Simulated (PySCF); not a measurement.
## [FeO3]+, doublet: computed properties

Method: PySCF, UPBE, basis Fe def2-SVP, O def2-SVP (no relativity, density fitting).

The structure is a minimum.

```json
{
  "Point group": "C3v",
  "Bond lengths": "Fe–O 1.560 Å (×3)",
  "Bond angles": "O–Fe–O 113.7° (×3)",
  "Highest occupied level (α)": "-15.99 eV",
  "Spin squared ⟨S²⟩": "0.760",
  "Zero-point energy": "23.6 kJ/mol",
  "Heat capacity Cp at 298.15 K": "58.4 J/(mol K)",
  "Rotational symmetry number": "3",
  "Rotational constants": "0.2872, 0.2872, 0.1545 cm⁻¹",
  "Lowest empty level (β)": "-14.94 eV",
  "Principal quadrupole moments (Buckingham, traceless) about the centre of mass": "-0.59, -0.59, 1.18 D Å",
  "Principal polarisabilities": "14.3, 35.0, 35.0 bohr³",
  "Entropy at 298.15 K and 1 bar (electronic part: spin only)": "282.4 J/(mol K)",
  "Dipole moment about the centre of mass": "1.57 D",
  "Enthalpy at 298.15 K above 0 K": "13.24 kJ/mol"
}
```

Harmonic modes (masses in u: Fe 55.935, O 15.995):
```tsv
symmetry	ω (cm⁻¹)	IR (km/mol, summed over degenerate members)	μ (u)	type
a1	263	16.0	22.63	bend
e	372	1.2	17.68	bend
a1	928	2.9	16.60	stretch
e	1005	51.2	20.28	stretch
```

In C3v the vibrations span 2a1 + 2e.

Charges (e):
| atom | Mulliken | Löwdin | polar tensor | spin (Mulliken) | Mayer order to Fe1 |
| --- | --- | --- | --- | --- | --- |
| Fe1 | 1.20 | 0.56 | 1.30 | 0.74 | – |
| O2,3,4 | -0.07 | 0.15 | -0.10 | 0.09 | 1.76 |
Other Mayer orders above 0.3: O–O 0.40 (×3).

Mulliken populations on Fe1: s 6.16, p 12.44, d 6.19, f 0.01.

Formally Fe is in oxidation state +7, d1, with 1 unpaired electron. The Mulliken spin on Fe is 0.74. The polar-tensor charge on Fe, 1.30, is far below the formal one.

Other isomers or separated fragments may lie lower. Other spin states or occupations of the open shell can lie lower.

The final relaxation and frequency run took 51 s on 2 threads of a shared Arm Neoverse N1 host, with 73 basis functions and 8 gradients; the process peaked at 0.84 GiB.
